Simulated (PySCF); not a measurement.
**Excitation energy of Be by level of theory**

Be [He] 2s2 (1S) → Be [He] 2s1 2p1 (3P), as a difference of total energies. Calculation: PySCF 2.14, in def2-TZVPPD; the non-relativistic Hamiltonian (point nucleus). Correlated levels: valence: 1s2 frozen; valence and next inner shell: nothing frozen. The calculations carry no spin-orbit coupling.

| method | excitation energy (cm⁻¹) | error (cm⁻¹) |
| --- | --- | --- |
| UHF | 13189 | -8791 |
| LDA | 19515 | -2465 |
| PBE | 18662 | -3318 |
| PBE0 | 18516 | -3465 |
| r2SCAN | 17280 | -4700 |
| PBEsol | 18735 | -3245 |
| revPBE | 18846 | -3134 |
| LC-wPBE | 18136 | -3844 |
| BLYP | 20032 | -1948 |
| MP2 (valence) | 18448 | -3533 |
| SCS-MP2 (valence) | 19928 | -2052 |
| MP2 (valence and next inner shell) | 18585 | -3395 |
| SCS-MP2 (valence and next inner shell) | 20055 | -1926 |

Reference: 21980 cm⁻¹ (measured; NIST levels, between the centres of gravity of the two terms).

Errors of the correlated levels include the incompleteness of this basis and the frozen core.
